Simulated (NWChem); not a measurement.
Program: NWChem. System: BN, charge 0, spin multiplicity 3, displaced from the optimised geometry. The structure started from a generated list of species. Its SCF solution wasn't tested for a lower state. Level: ULDA (SVWN5)/def2-TZVP.

The NWChem input:

```
start mol
memory heap 200 mb stack 900 mb global 1100 mb
geometry units angstroms nocenter noautoz noautosym
  B      0.000000     0.000000     0.785534
  N      0.000000     0.000000    -0.561096
end
basis spherical
  * library def2-tzvp
end
dft
  xc slater vwn_5
  odft
  mult 3
  semidirect memsize 60000000 filesize 0
  iterations 100
end
task dft gradient
```

Part of the output:

```
             Northwest Computational Chemistry Package (NWChem) 7.3.0
             --------------------------------------------------------

                                NWChem Input Module
                                -------------------

 Scaling coordinates for geometry "geometry" by  1.889725989
 (inverse scale =  0.529177249)

                             Geometry "geometry" -> ""
                             -------------------------

 Output coordinates in angstroms (scale by  1.889725989 to convert to a.u.)

  No.       Tag          Charge          X              Y              Z
 ---- ---------------- ---------- -------------- -------------- --------------
    1 B                    5.0000     0.00000000     0.00000000     0.78553400
    2 N                    7.0000     0.00000000     0.00000000    -0.56109600

 Effective nuclear repulsion energy (a.u.)      13.7537435784

            Nuclear Dipole moment (a.u.)
            ----------------------------
        X                 Y               Z
 ---------------- ---------------- ----------------
     0.0000000000     0.0000000000    -0.0000037795


 Summary of "ao basis" -> "" (spherical)
 ------------------------------------------------------------------------------
       Tag                 Description            Shells   Functions and Types
 ---------------- ------------------------------  ------  ---------------------
 *                         def2-tzvp                  on all atoms

                                 NWChem DFT Module
                                 -----------------

 Summary of "ao basis" -> "ao basis" (spherical)
 ------------------------------------------------------------------------------
       Tag                 Description            Shells   Functions and Types
 ---------------- ------------------------------  ------  ---------------------
 B                         def2-tzvp                11       31   5s3p2d1f
 N                         def2-tzvp                11       31   5s3p2d1f

 Summary of "ao basis" -> "ao basis" (spherical)
 ------------------------------------------------------------------------------
[...]
     2   2 0 0     -7.778940     -5.452354     -2.326586      0.000000
     2   1 1 0      0.205228     -0.003175      0.208403      0.000000
     2   1 0 1      0.000002     -0.000000      0.000002      0.000000
     2   0 2 0     -9.130059     -5.431451     -3.698608      0.000000
     2   0 1 1      0.000000     -0.000000      0.000000      0.000000
     2   0 0 2     -8.979778    -18.109655     -9.757908     18.887785

            General Information
            -------------------
          SCF calculation type: DFT
          Wavefunction type:  spin polarized.
          No. of atoms     :     2
          No. of electrons :    12
           Alpha electrons :     7
            Beta electrons :     5
          Charge           :     0
          Spin multiplicity:     3
          Use of symmetry is: off; symmetry adaption is: off
          Maximum number of iterations: 100
          AO basis - number of functions:    62
                     number of shells:    22
          Convergence on energy requested:  1.00D-06
          Convergence on density requested:  1.00D-05
          Convergence on gradient requested:  5.00D-04

              XC Information
              --------------
                        Slater Exchange Functional  1.000 local
                      VWN V Correlation Functional  1.000 local

             Grid Information
             ----------------
          Grid used for XC integration:  medium
          Radial quadrature: Mura-Knowles
          Angular quadrature: Lebedev.
          Tag              B.-S. Rad. Rad. Pts. Rad. Cut. Ang. Pts.
          ---              ---------- --------- --------- ---------
          B                   0.85       49           7.0       434
          N                   0.65       49           7.0       434
          Grid pruning is: on
          Number of quadrature shells:    98
          Spatial weights used:  Erf1

          Convergence Information
          -----------------------
          Convergence aids based upon iterative change in
          total energy or number of iterations.
          Levelshifting, if invoked, occurs when the
          HOMO/LUMO gap drops below (HL_TOL):  1.00D-02
          DIIS, if invoked, will attempt to extrapolate
          using up to (NFOCK): 10 stored Fock matrices.

                    Damping( 0%)  Levelshifting(0.5)       DIIS
                  --------------- ------------------- ---------------
          dE  on:    start            ASAP                start
          dE off:    2 iters        100 iters           100 iters

      Screening Tolerance Information
      -------------------------------
          Density screening/tol_rho:  1.00D-10
          AO Gaussian exp screening on grid/accAOfunc:  14
          CD Gaussian exp screening on grid/accCDfunc:  20
          XC Gaussian exp screening on grid/accXCfunc:  20
          Schwarz screening/accCoul:  1.00D-08

                            NWChem DFT Gradient Module
                            --------------------------

  charge          =   0.00
  wavefunction    = open shell

                         DFT ENERGY GRADIENTS

    atom               coordinates                        gradient
                 x          y          z           x          y          z
   1 B       0.000000   0.000000   1.484444    0.000000   0.000000   0.022313
   2 N       0.000000   0.000000  -1.060318   -0.000000  -0.000000  -0.022313

                 ----------------------------------------
                 |  Time  |  1-e(secs)   |  2-e(secs)   |
                 ----------------------------------------
                 |  CPU   |       0.00   |       1.57   |
                 ----------------------------------------
                 |  WALL  |       0.00   |       1.57   |
                 ----------------------------------------

 Task  times  cpu:        3.2s     wall:        3.2s

 Total times  cpu:        3.2s     wall:        3.2s
```
